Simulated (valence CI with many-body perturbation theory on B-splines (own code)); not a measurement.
**Forbidden lines of As¹⁷⁺**

Level of theory: valence CI with perturbative core correlation (CI+MBPT): six valence electrons over a frozen Dirac-Fock core [Ne], radial functions for each j: 9 s, 9 p, 8 d, 6 f, 3 g, 1 h, with the one-electron correlation potential Σ1 (screened to all orders), the two-electron term Σ2, the three-electron term Σ3, Breit, model QED; selected single and double excitations, second order for the rest, scaled by the run's own slope (own B-spline code, finite nucleus).

No measured levels were compared; by estimate levels of excited configurations hold to 0.05 to 0.15 % of their energy, terms of the ground configuration to about 0.5 %. Among the levels kept, up to 1400 cm⁻¹ of a level comes from second order outside the variational space, and about a tenth of that is noise between levels of different J, which matters for small intervals.

Lines 1 to 40 of 40 in falling wavelength, among levels below 847690 cm⁻¹, chosen from the decays that carry over 1 % of a level's rate. Wavelengths and rates use the calculated energies, so an error of 300 cm⁻¹ moves a line at 503.7 nm by 1.5 % and its rate by three times that or more. Electric multipoles are in the length gauge, E1 and E2 with the static RPA response of the core. Weak lines are less certain than strong ones. Lines between different terms over intervals too small for the method are left out, as are lines whose strength nearly cancels. Branching is blank where the lifetime is uncertain.

Names give the largest LS component (configuration and term), which can be under half, so a name can repeat, a term be missing and a line seem to break the LS rules; names also repeat where a configuration has a term twice. Letters in brackets count levels of one name in rising energy.

```tsv
λ vac (nm)	Upper	Lower	Type	A (s⁻¹)	Branch %
1480	3s2.3p3.3d 5D°_4	3s2.3p3.3d 5D°_3	M1	7.03e+00	4.0
936.5	3s2.3p3.3d 3G°_4	3s2.3p3.3d 3G°_3	M1	2.32e+01	
877.1	3s2.3p3.3d 3G°_5	3s2.3p3.3d 3G°_4	M1	1.55e+01	
823.4	3s2.3p4 3P_1	3s2.3p4 3P_0	M1	2.42e+01	1.0
773.3	3s2.3p3.3d 3F°_4 [a]	3s2.3p3.3d 3F°_3 [a]	M1	2.94e+01	
503.7	3s2.3p3.3d 3G°_4	3s2.3p3.3d 3F°_4 [a]	M1	1.91e+01	
440.2	3s2.3p3.3d 1G°_4	3s2.3p3.3d 3G°_3	M1	2.38e+01	
344.8	3s2.3p3.3d 3F°_4 [a]	3s2.3p3.3d 3D°_3 [a]	M1	1.63e+02	
319.9	3s2.3p3.3d 3G°_5	3s2.3p3.3d 3F°_4 [a]	M1	1.53e+02	
305.0	3s2.3p3.3d 3G°_4	3s2.3p3.3d 3F°_3 [a]	M1	2.96e+01	
301.2	3s2.3p4 1D_2	3s2.3p4 3P_1	M1	6.27e+01	2.5
270.1	3s2.3p4 3P_0	3s2.3p4 3P_2	E2	3.55e-01	100.0
223.1	3s2.3p3.3d 1G°_4	3s2.3p3.3d 3F°_3 [a]	M1	1.04e+01	
204.7	3s2.3p3.3d 3G°_4	3s2.3p3.3d 3D°_3 [a]	M1	1.66e+01	
203.4	3s2.3p4 3P_1	3s2.3p4 3P_2	M1	2.34e+03	99.0
143.1	3s2.3p3.3d 3F°_4 [b]	3s2.3p3.3d 1G°_4	M1	7.90e+02	7.3
141.8	3s2.3p3.3d 3F°_4 [b]	3s2.3p3.3d 3G°_5	M1	1.10e+03	10.2
139.7	3s2.3p3.3d 3F°_4 [a]	3s2.3p3.3d 5D°_4	M1	9.81e+02	
122.1	3s2.3p3.3d 3F°_4 [b]	3s2.3p3.3d 3G°_4	M1	1.55e+03	14.2
121.4	3s2.3p4 1D_2	3s2.3p4 3P_2	M1	2.49e+03	97.4
109.4	3s2.3p3.3d 3G°_4	3s2.3p3.3d 5D°_4	M1	7.62e+02	
108.0	3s2.3p3.3d 3F°_4 [b]	3s2.3p3.3d 3G°_3	M1	3.04e+02	2.8
101.8	3s2.3p3.3d 3G°_4	3s2.3p3.3d 5D°_3	M1	1.89e+02	
98.25	3s2.3p3.3d 3F°_4 [b]	3s2.3p3.3d 3F°_4 [a]	M1	2.09e+03	19.2
97.24	3s2.3p3.3d 3G°_5	3s2.3p3.3d 5D°_4	M1	2.20e+02	
96.64	3s2.3p3.3d 1G°_4	3s2.3p3.3d 5D°_4	M1	5.64e+02	
90.71	3s2.3p3.3d 1G°_4	3s2.3p3.3d 5D°_3	M1	2.25e+02	
87.77	3s2.3p4 1S_0	3s2.3p4 3P_1	M1	1.99e+04	99.8
87.17	3s2.3p3.3d 3F°_4 [b]	3s2.3p3.3d 3F°_3 [a]	M1	1.22e+02	1.1
76.46	3s2.3p3.3d 3F°_4 [b]	3s2.3p3.3d 3D°_3 [a]	M1	1.34e+03	12.3
66.21	3s2.3p3.3d 5D°_4	3s.3p5 3P°_2	E2	1.86e+00	1.1
57.68	3s2.3p3.3d 3F°_4 [b]	3s2.3p3.3d 5D°_4	M1	2.82e+03	25.9
55.52	3s2.3p3.3d 3F°_4 [b]	3s2.3p3.3d 5D°_3	M1	3.61e+02	3.3
44.92	3s2.3p3.3d 3F°_4 [a]	3s.3p5 3P°_2	E2	5.17e+01	
30.83	3s2.3p3.3d 3F°_4 [b]	3s.3p5 3P°_2	E2	2.45e+02	2.3
16.66	3s2.3p3.3d 3F°_4 [a]	3s2.3p4 1D_2	M2	1.89e+02	
16.37	3s2.3p3.3d 5D°_4	3s2.3p4 3P_2	M2	1.65e+02	94.8
16.13	3s2.3p3.3d 3G°_4	3s2.3p4 1D_2	M2	2.98e+01	
15.82	3s2.3p3.3d 1G°_4	3s2.3p4 1D_2	M2	6.35e+01	
14.00	3s2.3p3.3d 1G°_4	3s2.3p4 3P_2	M2	1.78e+01
```
